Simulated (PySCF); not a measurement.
titanium atom (Ti), triplet; BHANDHLYP/aug-cc-pVDZ in PySCF.

The PySCF input:
```python
from pyscf import gto, scf, dft

mol = gto.M(
    atom='''
Ti    0.00000000    0.00000000    0.00000000
''',
    basis='aug-cc-pvdz',
    spin=2,
    verbose=4,
)

mf = dft.UKS(mol)
mf.xc = 'bhandhlyp'
mf.kernel()
```

What the program printed (banner, timings and long lists left out):

```
PySCF version 2.14.0

[INPUT] verbose = 4
[INPUT] num. atoms = 1
[INPUT] num. electrons = 22
[INPUT] charge = 0
[INPUT] spin (= nelec alpha-beta = 2S) = 2
[INPUT] symmetry False subgroup None
[INPUT] Mole.unit = angstrom
[INPUT] Symbol           X                Y                Z      unit          X                Y                Z       unit  Magmom
[INPUT]  1 Ti     0.000000000000   0.000000000000   0.000000000000 AA    0.000000000000   0.000000000000   0.000000000000 Bohr   0.0

nuclear repulsion = 0
number of shells = 11
number of NR pGTOs = 138
number of NR cGTOs = 59
basis = aug-cc-pvdz
ecp = {}

******** <class 'pyscf.dft.uks.UKS'> ********
method = UKS
initial guess = minao
damping factor = 0
level_shift factor = 0
DIIS = <class 'pyscf.scf.diis.CDIIS'>
diis_start_cycle = 1
diis_space = 8
diis_damp = 0
SCF conv_tol = 1e-09
SCF conv_tol_grad = None
SCF max_cycles = 50
direct_scf = True
direct_scf_tol = 1e-13
number electrons alpha = 12  beta = 10
XC library pyscf.dft.libxc version 7.1.2
    S. Lehtola, C. Steigemann, M. J. T. Oliveira, and M. A. L. Marques,  SoftwareX 7, 1–5 (2018)
XC functionals = bhandhlyp
    A. D. Becke,  J. Chem. Phys. 98, 1372 (1993)
    Defined through Gaussian implementation.
radial grids:
    Treutler-Ahlrichs [JCP 102, 346 (1995); DOI:10.1063/1.469408] (M4) radial grids

becke partition: Becke, JCP 88, 2547 (1988); DOI:10.1063/1.454033
pruning grids: <function nwchem_prune>
grids dens level: 3
symmetrized grids: False
atomic radii adjust function: <function treutler_atomic_radii_adjust>
small_rho_cutoff = 0
Set gradient conv threshold to 3.16228e-05
tot grids = 20904
init E= -849.023945169924

cycle= 1 E= -849.321175036139  delta_E= -0.297  |g|= 0.159  |ddm|= 1.72
cycle= 2 E= -849.347013749916  delta_E= -0.0258  |g|= 0.0803  |ddm|= 0.486
cycle= 3 E= -849.350758592097  delta_E= -0.00374  |g|= 0.013  |ddm|= 0.47
cycle= 4 E= -849.351276567409  delta_E= -0.000518  |g|= 0.00673  |ddm|= 0.0483
cycle= 5 E= -849.35155739331  delta_E= -0.000281  |g|= 0.00697  |ddm|= 0.032
cycle= 6 E= -849.35094419756  delta_E= 0.000613  |g|= 0.00615  |ddm|= 0.0684
cycle= 7 E= -849.349658674247  delta_E= 0.00129  |g|= 0.00601  |ddm|= 0.246
cycle= 8 E= -849.349720709293  delta_E= -6.2e-05  |g|= 0.00367  |ddm|= 0.0159
cycle= 9 E= -849.349823315038  delta_E= -0.000103  |g|= 0.00691  |ddm|= 0.0483
cycle= 10 E= -849.349778993071  delta_E= 4.43e-05  |g|= 0.00337  |ddm|= 0.044
cycle= 11 E= -849.3497702221  delta_E= 8.77e-06  |g|= 0.000354  |ddm|= 0.0313
cycle= 12 E= -849.349770769714  delta_E= -5.48e-07  |g|= 0.000231  |ddm|= 0.00719
cycle= 13 E= -849.349770914533  delta_E= -1.45e-07  |g|= 7.86e-05  |ddm|= 0.00191
cycle= 14 E= -849.349770931555  delta_E= -1.7e-08  |g|= 3.5e-05  |ddm|= 0.00107
cycle= 15 E= -849.349770944021  delta_E= -1.25e-08  |g|= 3.11e-05  |ddm|= 0.000284
cycle= 16 E= -849.349770957815  delta_E= -1.38e-08  |g|= 3e-05  |ddm|= 0.000348
cycle= 17 E= -849.349770961593  delta_E= -3.78e-09  |g|= 3.02e-05  |ddm|= 9.37e-05
cycle= 18 E= -849.349770951119  delta_E= 1.05e-08  |g|= 2.94e-05  |ddm|= 0.00026
cycle= 19 E= -849.349770931423  delta_E= 1.97e-08  |g|= 2.84e-05  |ddm|= 0.000524
cycle= 20 E= -849.349770930381  delta_E= 1.04e-09  |g|= 2.82e-05  |ddm|= 8.96e-05
cycle= 21 E= -849.349770936876  delta_E= -6.49e-09  |g|= 2.81e-05  |ddm|= 0.000182
cycle= 22 E= -849.349770945555  delta_E= -8.68e-09  |g|= 2.8e-05  |ddm|= 0.000225
cycle= 23 E= -849.349770949122  delta_E= -3.57e-09  |g|= 2.81e-05  |ddm|= 9.23e-05
cycle= 24 E= -849.349770949755  delta_E= -6.33e-10  |g|= 2.81e-05  |ddm|= 1.65e-05
Extra cycle  E= -849.349770953951  delta_E= -4.2e-09  |g|= 2.81e-05  |ddm|= 0.000109
converged SCF energy = -849.349770953951  <S^2> = 2.003963  2S+1 = 3.0026408
```
